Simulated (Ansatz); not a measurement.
`[OH][SnH2][AlH2]`. Total charge 0; spin multiplicity 1. Sn takes the def2 core potential.

Z-matrix (Å, degrees):
```
Sn
Al 1 2.673
O 1 1.985 2 109.0
H 1 1.709 2 116.4 3 113.3
H 1 1.721 2 114.7 3 -119.4
H 2 1.587 1 118.9 3 24.7
H 2 1.587 1 121.1 3 -155.6
H 3 0.960 1 112.7 2 -55.7
```

(1) What are the harmonic wavenumbers in cm⁻¹ at PBE0-D4/def2-TZVP (Ansatz, finite differences of forces, unscaled)? (Estimate.)

(2) Is this a minimum?

(3) Give the ideal-gas thermochemistry at 298.15 K and 1 bar (rigid rotor, harmonic oscillator; point group C1, symmetry number 1).

(4) Rotational constants (cm⁻¹)?

## Answers

(1) The calculation gave: 59, 97, 140, 266, 277, 395, 517, 559, 584, 629, 705, 775, 859, 1880, 1912, 1929, 1937, 3897.

(2) Yes, all 18 modes are real.

(3) Zero-point energy 104.2 kJ/mol; H(298) − E = 125.7 kJ/mol; entropy 357.5 J/(mol·K), of which translation 172.7, rotation 110.8, vibration 74.1; G(298) − E = 19.1 kJ/mol. Modes under 100 cm⁻¹ are hindered rotations or soft bends, so the harmonic entropy is rough.

(4) 0.2877, 0.08037, 0.0652.
